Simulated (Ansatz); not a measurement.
Ansatz (an electronic-structure program) job for Sn(H)(OH)(NH2)2 (H6N2OSn), SMILES [NH2][SnH]([NH2])[OH], PBE0-D3(BJ)/def2-SVP. 

Ansatz 0.2 input:
```yaml
crystal:
  periodic: [false, false, false]
  atoms:
    - {symbol: Sn, position_ang: [0.07277948, 0.08871336, -0.22214214]}
    - {symbol: N, position_ang: [-0.90340964, -1.63461864, -0.51478065]}
    - {symbol: N, position_ang: [1.50080442, -0.30784694, 1.14901599]}
    - {symbol: O, position_ang: [-1.08295955, 1.40420123, 0.63336057]}
    - {symbol: H, position_ang: [0.42252524, 0.76234860, -1.71068297]}
    - {symbol: H, position_ang: [-1.85869717, -1.49346266, -0.81893639]}
    - {symbol: H, position_ang: [-0.95012970, -2.20099833, 0.32415171]}
    - {symbol: H, position_ang: [2.09061412, -1.08776323, 0.88889834]}
    - {symbol: H, position_ang: [2.12111177, 0.47066143, 1.33642194]}
    - {symbol: H, position_ang: [-0.98248514, 1.47719563, 1.58072220]}
basis:
  gaussian:
    orbitals: def2-SVP
hamiltonian:
  xc: pbe0
  dispersion: d3bj
relax: {f_tol: 0.002, max_steps: 200}
```

It prints:

```
WARN ansatz: RAYON_NUM_THREADS=1 ignored (pool sized by the plan → 1); use --threads N
Functional definition: PBE0
integrals: 0.06 GiB planned
1155 factors; integrals over basis functions are off by at most 3.5e-4 eV
mean field: 0.40 GiB planned
mean field evaluation 1: about -10932.9712 eV, gradient 8.4e1 eV
mean field evaluation 2: about -10912.6990 eV, gradient 1.2e2 eV
mean field evaluation 4: about -10946.6693 eV, gradient 5.6e0 eV
mean field evaluation 8: about -10946.7745 eV, gradient 9.7e-2 eV
mean field -10946.77447080 eV, -402.2865418116 hartree, gradient 2.7e-5 eV, S^2 0.000000; 0 other end points of the search recorded, 0 dependent functions left out
the calculation of the forces begins
reference -10946.77450191 eV, -402.2865429549 hartree; 25, 25 occupied and 73, 73 virtual orbitals, 1155 factors
relax step   1: F+E_penalty+E_count = -10946.93618972 eV  Δ(F+E_penalty+E_count) = +0.000e0 eV  max|allowed force component| = 7.467e-1 eV/Å  Δτ_max = 0.0000 Å  (26 SCF iters, accepted)
these checks for a lower state are left out or cut short: starts, cluster_reference, orbital_swaps, neighbouring_geometries, increment
integrals: 0.06 GiB planned
1155 factors; integrals over basis functions are off by at most 3.7e-4 eV
mean field: 0.40 GiB planned
mean field evaluation 16: about -10946.3388 eV, gradient 1.2e1 eV
mean field -10946.83727576 eV, -402.2888498514 hartree, gradient 2.5e-5 eV, S^2 0.000000; 0 other end points of the search recorded, 0 dependent functions left out
the calculation of the forces begins
reference -10946.83730732 eV, -402.2888510111 hartree; 25, 25 occupied and 73, 73 virtual orbitals, 1155 factors
relax step   2: F+E_penalty+E_count = -10946.99700127 eV  Δ(F+E_penalty+E_count) = -6.081e-2 eV  max|allowed force component| = 1.140e0 eV/Å  Δτ_max = 0.1632 Å  (29 SCF iters, accepted)
these checks for a lower state are left out or cut short: starts, cluster_reference, orbital_swaps, neighbouring_geometries, increment
integrals: 0.06 GiB planned
1155 factors; integrals over basis functions are off by at most 3.7e-4 eV
mean field: 0.40 GiB planned
mean field -10946.86529833 eV, -402.2898796618 hartree, gradient 1.1e-5 eV, S^2 0.000000; 0 other end points of the search recorded, 0 dependent functions left out
the calculation of the forces begins
reference -10946.86532981 eV, -402.2898808188 hartree; 25, 25 occupied and 73, 73 virtual orbitals, 1155 factors
relax step   3: F+E_penalty+E_count = -10947.02533784 eV  Δ(F+E_penalty+E_count) = -2.834e-2 eV  max|allowed force component| = 4.046e-1 eV/Å  Δτ_max = 0.0662 Å  (30 SCF iters, accepted)
these checks for a lower state are left out or cut short: starts, cluster_reference, orbital_swaps, neighbouring_geometries, increment
integrals: 0.06 GiB planned
1155 factors; integrals over basis functions are off by at most 3.7e-4 eV
mean field: 0.40 GiB planned
mean field evaluation 32: about -10946.8703 eV, gradient 1.8e-1 eV
mean field -10946.87037309 eV, -402.2900661559 hartree, gradient 1.2e-5 eV, S^2 0.000000; 0 other end points of the search recorded, 0 dependent functions left out
the calculation of the forces begins
reference -10946.87040450 eV, -402.2900673100 hartree; 25, 25 occupied and 73, 73 virtual orbitals, 1155 factors
relax step   4: F+E_penalty+E_count = -10947.03063377 eV  Δ(F+E_penalty+E_count) = -5.296e-3 eV  max|allowed force component| = 8.648e-2 eV/Å  Δτ_max = 0.0456 Å  (31 SCF iters, accepted)
these checks for a lower state are left out or cut short: starts, cluster_reference, orbital_swaps, neighbouring_geometries, increment
integrals: 0.06 GiB planned
1155 factors; integrals over basis functions are off by at most 3.7e-4 eV
mean field: 0.40 GiB planned
mean field -10946.87174950 eV, -402.2901167379 hartree, gradient 1.2e-5 eV, S^2 0.000000; 0 other end points of the search recorded, 0 dependent functions left out
the calculation of the forces begins
reference -10946.87178090 eV, -402.2901178918 hartree; 25, 25 occupied and 73, 73 virtual orbitals, 1155 factors
relax step   5: F+E_penalty+E_count = -10947.03201517 eV  Δ(F+E_penalty+E_count) = -1.381e-3 eV  max|allowed force component| = 4.698e-2 eV/Å  Δτ_max = 0.0380 Å  (30 SCF iters, accepted)
these checks for a lower state are left out or cut short: starts, cluster_reference, orbital_swaps, neighbouring_geometries, increment
integrals: 0.06 GiB planned
1155 factors; integrals over basis functions are off by at most 3.7e-4 eV
mean field: 0.40 GiB planned
mean field -10946.87230591 eV, -402.2901371856 hartree, gradient 1.2e-5 eV, S^2 0.000000; 0 other end points of the search recorded, 0 dependent functions left out
the calculation of the forces begins
reference -10946.87233733 eV, -402.2901383404 hartree; 25, 25 occupied and 73, 73 virtual orbitals, 1155 factors
relax step   6: F+E_penalty+E_count = -10947.03239311 eV  Δ(F+E_penalty+E_count) = -3.779e-4 eV  max|allowed force component| = 2.124e-2 eV/Å  Δτ_max = 0.0299 Å  (31 SCF iters, accepted)
these checks for a lower state are left out or cut short: starts, cluster_reference, orbital_swaps, neighbouring_geometries, increment
integrals: 0.06 GiB planned
1155 factors; integrals over basis functions are off by at most 3.7e-4 eV
mean field: 0.40 GiB planned
mean field -10946.87201276 eV, -402.2901264127 hartree, gradient 1.2e-5 eV, S^2 0.000000; 0 other end points of the search recorded, 0 dependent functions left out
the calculation of the forces begins
reference -10946.87204419 eV, -402.2901275676 hartree; 25, 25 occupied and 73, 73 virtual orbitals, 1155 factors
relax step   7: F+E_penalty+E_count = -10947.03214598 eV  Δ(F+E_penalty+E_count) = +2.471e-4 eV  max|allowed force component| = 3.982e-2 eV/Å  Δτ_max = 0.0190 Å  (31 SCF iters, rejected (line search))
these checks for a lower state are left out or cut short: starts, cluster_reference, orbital_swaps, neighbouring_geometries, increment
integrals: 0.06 GiB planned
1155 factors; integrals over basis functions are off by at most 3.7e-4 eV
mean field: 0.40 GiB planned
mean field -10946.87239928 eV, -402.2901406168 hartree, gradient 7.2e-6 eV, S^2 0.000000; 0 other end points of the search recorded, 0 dependent functions left out
the calculation of the forces begins
reference -10946.87243070 eV, -402.2901417717 hartree; 25, 25 occupied and 73, 73 virtual orbitals, 1155 factors
relax step   8: F+E_penalty+E_count = -10947.03246617 eV  Δ(F+E_penalty+E_count) = -7.306e-5 eV  max|allowed force component| = 4.499e-3 eV/Å  Δτ_max = 0.0082 Å  (24 SCF iters, accepted)
these checks for a lower state are left out or cut short: starts, cluster_reference, orbital_swaps, neighbouring_geometries, increment
integrals: 0.06 GiB planned
1155 factors; integrals over basis functions are off by at most 3.7e-4 eV
mean field: 0.40 GiB planned
mean field evaluation 64: about -10946.8302 eV, gradient 3.9e-1 eV
mean field -10946.87242221 eV, -402.2901414597 hartree, gradient 1.1e-5 eV, S^2 0.000000; 0 other end points of the search recorded, 0 dependent functions left out
the calculation of the forces begins
reference -10946.87245364 eV, -402.2901426148 hartree; 25, 25 occupied and 73, 73 virtual orbitals, 1155 factors
relax step   9: F+E_penalty+E_count = -10947.03247367 eV  Δ(F+E_penalty+E_count) = -7.496e-6 eV  max|allowed force component| = 2.460e-3 eV/Å  Δτ_max = 0.0077 Å  (24 SCF iters, accepted)
these checks for a lower state are left out or cut short: starts, cluster_reference, orbital_swaps, neighbouring_geometries, increment
integrals: 0.06 GiB planned
1155 factors; integrals over basis functions are off by at most 3.7e-4 eV
mean field: 0.40 GiB planned
mean field -10946.87242377 eV, -402.2901415170 hartree, gradient 5.5e-5 eV, S^2 0.000000; 0 other end points of the search recorded, 0 dependent functions left out
the calculation of the forces begins
reference -10946.87245520 eV, -402.2901426720 hartree; 25, 25 occupied and 73, 73 virtual orbitals, 1155 factors
relax step  10: F+E_penalty+E_count = -10947.03247847 eV  Δ(F+E_penalty+E_count) = -4.795e-6 eV  max|allowed force component| = 1.965e-3 eV/Å  Δτ_max = 0.0016 Å  (21 SCF iters, accepted)
integrals: 0.06 GiB planned
1155 factors; integrals over basis functions are off by at most 3.7e-4 eV
mean field: 0.40 GiB planned
mean field -10946.87242377 eV, -402.2901415170 hartree, gradient 5.5e-5 eV, S^2 0.000000; 1 other end points of the search recorded, 0 dependent functions left out
the calculation of the forces begins
reference -10946.87245520 eV, -402.2901426720 hartree; 25, 25 occupied and 73, 73 virtual orbitals, 1155 factors
Total energy: -10947.03250989 eV, -402.2960245735 hartree
Atom 0 at     0.058215     0.132691    -0.194137 Å, force    -0.001554    -0.000639    -0.000672 eV/Å
Atom 1 at    -0.862265    -1.663480    -0.408928 Å, force    -0.000626    -0.001965     0.000313 eV/Å
Atom 2 at     1.549580    -0.296743     1.117885 Å, force    -0.000771     0.001933    -0.000057 eV/Å
Atom 3 at    -1.023146     1.548320     0.692088 Å, force     0.000703     0.000550     0.000410 eV/Å
Atom 4 at     0.393216     0.800105    -1.731902 Å, force     0.000910     0.000096    -0.000237 eV/Å
Atom 5 at    -1.663040    -1.643325    -1.036943 Å, force     0.000379     0.000273     0.000309 eV/Å
Atom 6 at    -1.169717    -2.067927     0.473568 Å, force     0.000386     0.000678    -0.000728 eV/Å
Atom 7 at     2.056936    -1.143584     0.867452 Å, force     0.000038    -0.000478    -0.000397 eV/Å
Atom 8 at     2.229883     0.451033     1.236127 Å, force     0.000579    -0.000237     0.000495 eV/Å
Atom 9 at    -1.139507     1.361342     1.630819 Å, force    -0.000043    -0.000211     0.000564 eV/Å
Dipole moment:     0.145385    -0.230784     0.042044 e Å
```

Self-consistency was reached.

Cost: around 80 core-seconds (rough).
